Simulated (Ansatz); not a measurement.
Species: CH$_{4}$BF, charge 0, singlet. CH4BF (SMILES B(C)F).
B3LYP-D3(BJ)/def2-TZVP minimum from Ansatz (an electronic-structure program):
```
C
H 1 1.0905
H 1 1.0957 2 108.88
H 1 1.0957 2 108.88 3 114.16
B 1 1.5552 2 113.93 3 -122.92
F 5 1.3313 1 120.52 2 0.00
H 5 1.1969 6 115.94 1 180.00
```
Charge 0, spin multiplicity 1.

Wanted: atomisation energy (electronic, to ground-state atoms), in kcal/mol. Radicals and triplets start from unrestricted determinants; spin-orbit coupling is neglected. CBS(X,Y): correlation extrapolated as X^-3, Hartree-Fock from the larger set. A bracket is a step between two methods taken in the basis named. Functionals run without relativity, which enters their misses. 'core' is core correlation in cc-pwCVTZ, 'X2C' scalar relativity in cc-pVTZ-DK, both at CCSD(T). Where a partner has so few electrons that a lower coupled-cluster level is exact, that level stands in.

CCSD(T)/CBS(cc-pVTZ,cc-pVQZ) + [CCSDT(Q) - CCSD(T)]/cc-pVDZ + core + X2C (Ansatz) gives 653.5 kcal/mol.

How far off this value is PBE/def2-TZVPD (Ansatz), in which direction, and which of these levels come nearer: B3LYP/def2-TZVPD, PBE0/def2-TZVPD, wB97M-V/def2-TZVPD, CCSD(T)/CBS(cc-pVTZ,cc-pVQZ) + core + X2C?

PBE gives 660.1 kcal/mol, 6.6 kcal/mol above it. Differences of the others: B3LYP/def2-TZVPD (Ansatz) -2.4; PBE0/def2-TZVPD (Ansatz) -1.7; wB97M-V/def2-TZVPD (Ansatz) 0.5; CCSD(T)/CBS(cc-pVTZ,cc-pVQZ) + core + X2C (Ansatz) -0.4 kcal/mol. Nearer than PBE: B3LYP/def2-TZVPD, PBE0/def2-TZVPD, wB97M-V/def2-TZVPD, CCSD(T)/CBS(cc-pVTZ,cc-pVQZ) + core + X2C.
